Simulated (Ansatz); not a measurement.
The cluster Na₃Cl₃⁺. Total charge 1; doublet. Geometry B3LYP-D4/def2-SVP; atoms count from 1.

```xyz
6

Na   -3.006   -0.983   -0.653
Na    0.529    0.721    1.866
Na    1.538   -0.021   -1.422
Cl   -0.535   -1.535    0.191
Cl    2.644    0.856    0.602
Cl   -1.170    0.963   -0.584
```

In the doublet, Cl4 and Cl6 lie 2.69 Å apart (atoms count from 1), so these atoms are partly bonded to each other. Another isomer (doublet) lies 0.33 eV lower at PBE0-D4/def2-TZVP; other spin states weren't run for this one.

(1) Estimate the Mulliken populations from the PBE0/def2-TZVP orbitals of Ansatz.

(2) Where does the spin sit?

(3) And the Mayer bond orders between heavy atoms (over 0.3)?

Results:

(1) 
```json
{"atom": "Na1", "charge (e)": "0.79", "spin (α − β)": "-0.01"}
{"atom": "Na2", "charge (e)": "0.70", "spin (α − β)": "-0.01"}
{"atom": "Na3", "charge (e)": "0.70", "spin (α − β)": "-0.01"}
{"atom": "Cl4", "charge (e)": "-0.29", "spin (α − β)": "0.52"}
{"atom": "Cl5", "charge (e)": "-0.60", "spin (α − β)": "0.00"}
{"atom": "Cl6", "charge (e)": "-0.29", "spin (α − β)": "0.51"}
```
Mulliken values depend strongly on the basis.

(2) Summed by element: Na -0.03, Cl 1.03, of 1 unpaired in all. Largest on single atoms: Cl4 0.52, Cl6 0.51, Na1 -0.01.

(3) Na2–Cl5 0.38 (2.47 Å); Na3–Cl5 0.38 (2.47 Å); Cl4–Cl6 0.47 (2.69 Å).
